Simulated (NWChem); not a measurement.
All runs are NWChem calculations. System: disiloxane (H$_{6}$OSi$_{2}$), charge 0, spin multiplicity 1, at a geometry optimised with PBE/def2-SVP. Level: B3LYP/def2-TZVP, VWN1-RPA local correlation.

The NWChem input:

```
start mol
memory heap 200 mb stack 900 mb global 1100 mb
geometry units angstroms nocenter noautoz noautosym
  Si     0.246098    -1.575953     0.003039
  O      0.422816     0.086776    -0.023877
  Si    -0.394307     1.545529     0.006024
  H      0.228840    -2.076758     1.422241
  H     -1.038349    -1.982180    -0.672829
  H      1.409425    -2.186795    -0.723098
  H      0.455021     2.575965    -0.679790
  H     -0.646681     1.975809     1.426137
  H     -1.715867     1.425687    -0.708536
end
basis spherical
  * library def2-tzvp
end
dft
  xc b3lyp
  semidirect memsize 60000000 filesize 0
  iterations 100
end
task dft energy
```

NWChem printed:

```
             Northwest Computational Chemistry Package (NWChem) 7.3.0
             --------------------------------------------------------

                                NWChem Input Module
                                -------------------

 Scaling coordinates for geometry "geometry" by  1.889725989
 (inverse scale =  0.529177249)

                             Geometry "geometry" -> ""
                             -------------------------

 Output coordinates in angstroms (scale by  1.889725989 to convert to a.u.)

  No.       Tag          Charge          X              Y              Z
 ---- ---------------- ---------- -------------- -------------- --------------
    1 Si                  14.0000     0.24609800    -1.57595300     0.00303900
    2 O                    8.0000     0.42281600     0.08677600    -0.02387700
    3 Si                  14.0000    -0.39430700     1.54552900     0.00602400
    4 H                    1.0000     0.22884000    -2.07675800     1.42224100
    5 H                    1.0000    -1.03834900    -1.98218000    -0.67282900
    6 H                    1.0000     1.40942500    -2.18679500    -0.72309800
    7 H                    1.0000     0.45502100     2.57596500    -0.67979000
    8 H                    1.0000    -0.64668100     1.97580900     1.42613700
    9 H                    1.0000    -1.71586700     1.42568700    -0.70853600

 Effective nuclear repulsion energy (a.u.)     156.4345890772

            Nuclear Dipole moment (a.u.)
            ----------------------------
        X                 Y               Z
 ---------------- ---------------- ----------------
    -0.0000170075    -0.0000000000    -0.0000170075


 Summary of "ao basis" -> "" (spherical)
 ------------------------------------------------------------------------------
       Tag                 Description            Shells   Functions and Types
 ---------------- ------------------------------  ------  ---------------------
 *                         def2-tzvp                  on all atoms

                                 NWChem DFT Module
                                 -----------------

 Summary of "ao basis" -> "ao basis" (spherical)
 ------------------------------------------------------------------------------
       Tag                 Description            Shells   Functions and Types
 ---------------- ------------------------------  ------  ---------------------
 Si                        def2-tzvp                13       37   5s5p2d1f
 O                         def2-tzvp                11       31   5s3p2d1f
 H                         def2-tzvp                 4        6   3s1p

 Summary of "ao basis" -> "ao basis" (spherical)
 ------------------------------------------------------------------------------
       Tag                 Description            Shells   Functions and Types
 ---------------- ------------------------------  ------  ---------------------
 Si                        def2-tzvp                13       37   5s5p2d1f
 O                         def2-tzvp                11       31   5s3p2d1f
 H                         def2-tzvp                 4        6   3s1p

            General Information
            -------------------
          SCF calculation type: DFT
          Wavefunction type:  closed shell.
          No. of atoms     :     9
          No. of electrons :    42
           Alpha electrons :    21
            Beta electrons :    21
          Charge           :     0
          Spin multiplicity:     1
          Use of symmetry is: off; symmetry adaption is: off
          Maximum number of iterations: 100
          AO basis - number of functions:   141
                     number of shells:    61
          Convergence on energy requested:  1.00D-06
          Convergence on density requested:  1.00D-05
          Convergence on gradient requested:  5.00D-04

              XC Information
              --------------
                         B3LYP Method XC Potential
                     Hartree-Fock (Exact) Exchange  0.200
                        Slater Exchange Functional  0.800 local
                    Becke 1988 Exchange Functional  0.720 non-local
              Lee-Yang-Parr Correlation Functional  0.810
                  VWN I RPA Correlation Functional  0.190 local

             Grid Information
             ----------------
          Grid used for XC integration:  medium
          Radial quadrature: Mura-Knowles
          Angular quadrature: Lebedev.
          Tag              B.-S. Rad. Rad. Pts. Rad. Cut. Ang. Pts.
          ---              ---------- --------- --------- ---------
          Si                  1.10       88          12.0       590
          O                   0.60       49           8.0       434
          H                   0.35       45          13.0       434
          Grid pruning is: on
          Number of quadrature shells:   495
          Spatial weights used:  Erf1

          Convergence Information
          -----------------------
          Convergence aids based upon iterative change in
          total energy or number of iterations.
          Levelshifting, if invoked, occurs when the
          HOMO/LUMO gap drops below (HL_TOL):  1.00D-02
          DIIS, if invoked, will attempt to extrapolate
          using up to (NFOCK): 10 stored Fock matrices.

                    Damping( 0%)  Levelshifting(0.5)       DIIS
                  --------------- ------------------- ---------------
          dE  on:    start            ASAP                start
          dE off:    2 iters        100 iters           100 iters

      Screening Tolerance Information
      -------------------------------
          Density screening/tol_rho:  1.00D-10
          AO Gaussian exp screening on grid/accAOfunc:  14
          CD Gaussian exp screening on grid/accCDfunc:  20
          XC Gaussian exp screening on grid/accXCfunc:  20
          Schwarz screening/accCoul:  1.00D-08

      Superposition of Atomic Density Guess
      -------------------------------------

 Sum of atomic energies:        -655.45398345

      Non-variational initial energy
      ------------------------------

 Total energy =    -656.277330
 1-e energy   =   -1218.232337
 2-e energy   =     405.520418
 HOMO         =      -0.382533
 LUMO         =      -0.001609

------------------------------------------------------------
EAF file 0: "./mol.aoints.0" size=524288 bytes
------------------------------------------------------------
               write      read    awrite     aread      wait
               -----      ----    ------     -----      ----
     calls:        1         0         0         0         0
   data(b): 5.24e+05  0.00e+00  0.00e+00  0.00e+00
   time(s): 0.00e+00  0.00e+00  0.00e+00  0.00e+00  0.00e+00
rate(mb/s): 0.00e+00  0.00e+00
------------------------------------------------------------

   convergence    iter        energy       DeltaE   RMS-Dens  Diis-err    time
 ---------------- ----- ----------------- --------- --------- ---------  ------
 d= 0,ls=0.0,diis     1   -657.9152961374 -8.14D+02  6.11D-03  1.03D+00     3.3
 d= 0,ls=0.0,diis     2   -657.8445139820  7.08D-02  4.01D-03  1.55D+00     4.0
 d= 0,ls=0.0,diis     3   -657.9752449746 -1.31D-01  1.04D-03  1.60D-01     4.7
 d= 0,ls=0.0,diis     4   -657.9885654127 -1.33D-02  2.40D-04  1.75D-03     5.3
 d= 0,ls=0.0,diis     5   -657.9887753034 -2.10D-04  4.71D-05  1.32D-04     6.1
  Resetting Diis
 d= 0,ls=0.0,diis     6   -657.9887881343 -1.28D-05  4.39D-06  1.11D-06     6.8
 d= 0,ls=0.0,diis     7   -657.9887882645 -1.30D-07  1.14D-06  2.66D-08     7.5

         Total DFT energy =     -657.988788264518
      One electron energy =    -1221.226786152283
           Coulomb energy =      459.572653125518
    Exchange-Corr. energy =      -52.769244314927
 Nuclear repulsion energy =      156.434589077174

 Numeric. integr. density =       42.000004214256

     Total iterative time =      7.0s

                       DFT Final Molecular Orbital Analysis
                       ------------------------------------

 Vector   19  Occ=2.000000D+00  E=-3.500310D-01
              MO Center= -4.5D-01, -8.7D-02, -2.9D-01, r^2= 5.7D+00
   Bfn.  Coefficient  Atom+Function         Bfn.  Coefficient  Atom+Function
  ----- ------------  ---------------      ----- ------------  ---------------
    15      0.187181  1 Si px               113     -0.182586  5 H  s
   137      0.181918  9 H  s                 83     -0.155930  3 Si px
   125     -0.120647  7 H  s                114     -0.118541  5 H  s
   138      0.118063  9 H  s                119      0.115808  6 H  s
   112     -0.114360  5 H  s                136      0.113944  9 H  s

 Vector   20  Occ=2.000000D+00  E=-3.180682D-01
              MO Center= -1.2D-01, -1.9D-02, -3.5D-01, r^2= 4.3D+00
   Bfn.  Coefficient  Atom+Function         Bfn.  Coefficient  Atom+Function
  ----- ------------  ---------------      ----- ------------  ---------------
    43      0.292792  2 O  px                46      0.247201  2 O  px
    49      0.176013  2 O  px               113      0.151819  5 H  s
   137      0.149605  9 H  s                114      0.139718  5 H  s
   138      0.137546  9 H  s                 15     -0.132500  1 Si px
    83     -0.131764  3 Si px               125     -0.119367  7 H  s

 Vector   21  Occ=2.000000D+00  E=-3.110685D-01
              MO Center=  8.9D-02,  1.4D-02,  3.4D-01, r^2= 4.4D+00
   Bfn.  Coefficient  Atom+Function         Bfn.  Coefficient  Atom+Function
  ----- ------------  ---------------      ----- ------------  ---------------
    45      0.311360  2 O  pz                48      0.263905  2 O  pz
    51      0.185908  2 O  pz               107     -0.155641  4 H  s
   131     -0.156127  8 H  s                108     -0.143768  4 H  s
   132     -0.144467  8 H  s                 17     -0.122182  1 Si pz
    85     -0.122281  3 Si pz               106     -0.101424  4 H  s

 Vector   22  Occ=0.000000D+00  E=-1.876835D-02
              MO Center= -1.1D-01, -2.3D-02,  2.7D-02, r^2= 6.8D+00
   Bfn.  Coefficient  Atom+Function         Bfn.  Coefficient  Atom+Function
  ----- ------------  ---------------      ----- ------------  ---------------
    19      0.630405  1 Si py                87     -0.564164  3 Si py
    42     -0.558442  2 O  s                 86      0.284665  3 Si px
   126      0.181064  7 H  s                120      0.180117  6 H  s
    16      0.169465  1 Si py                 5     -0.164947  1 Si s
    73     -0.163956  3 Si s                 40     -0.151944  2 O  s

 Vector   23  Occ=0.000000D+00  E= 3.477906D-02
              MO Center= -2.5D-01, -5.5D-02,  8.7D-05, r^2= 9.9D+00
   Bfn.  Coefficient  Atom+Function         Bfn.  Coefficient  Atom+Function
  ----- ------------  ---------------      ----- ------------  ---------------
    19      1.287722  1 Si py                87      1.225694  3 Si py
    50      0.604382  2 O  py                 5      0.567710  1 Si s
    73     -0.561023  3 Si s                 86     -0.410949  3 Si px
   126     -0.288563  7 H  s                120      0.271322  6 H  s
    16      0.260687  1 Si py                84      0.235096  3 Si py

 Vector   24  Occ=0.000000D+00  E= 3.685147D-02
              MO Center= -3.8D-01, -7.7D-02,  1.5D-01, r^2= 7.0D+00
   Bfn.  Coefficient  Atom+Function         Bfn.  Coefficient  Atom+Function
  ----- ------------  ---------------      ----- ------------  ---------------
   120      1.082515  6 H  s                126      1.079603  7 H  s
     5     -0.751516  1 Si s                 73     -0.714967  3 Si s
    18     -0.640742  1 Si px                86     -0.596665  3 Si px
    20      0.475927  1 Si pz                87     -0.403878  3 Si py
    88      0.404241  3 Si pz                 4     -0.259345  1 Si s

 center of mass
 --------------
 x =   0.03146392 y =   0.00645529 z =  -0.00154406

 moments of inertia (a.u.)
 ------------------
         600.942681614432         112.132793452945           0.774593308505
         112.132793452945          77.400756167952          -0.398144589057
           0.774593308505          -0.398144589057         635.107810019967

     Multipole analysis of the density
     ---------------------------------

     L   x y z        total         alpha         beta         nuclear
     -   - - -        -----         -----         ----         -------
     0   0 0 0     -0.000000    -21.000000    -21.000000     42.000000

     1   1 0 0     -0.146485     -0.073234     -0.073234     -0.000017
     1   0 1 0     -0.030263     -0.015132     -0.015132     -0.000000
     1   0 0 1      0.006803      0.003410      0.003410     -0.000017

     2   2 0 0    -27.251277    -33.518669    -33.518669     39.786061
     2   1 1 0     -0.323687     31.476119     31.476119    -63.275925
     2   1 0 1     -0.019548      0.194535      0.194535     -0.408618
     2   0 2 0    -25.730566   -180.470157   -180.470157    335.209747
     2   0 1 1     -0.003107     -0.116740     -0.116740      0.230373
     2   0 0 2    -27.036696    -24.234294    -24.234294     21.431891

 Task  times  cpu:        7.5s     wall:        7.5s

 Total times  cpu:        7.5s     wall:        7.5s
```
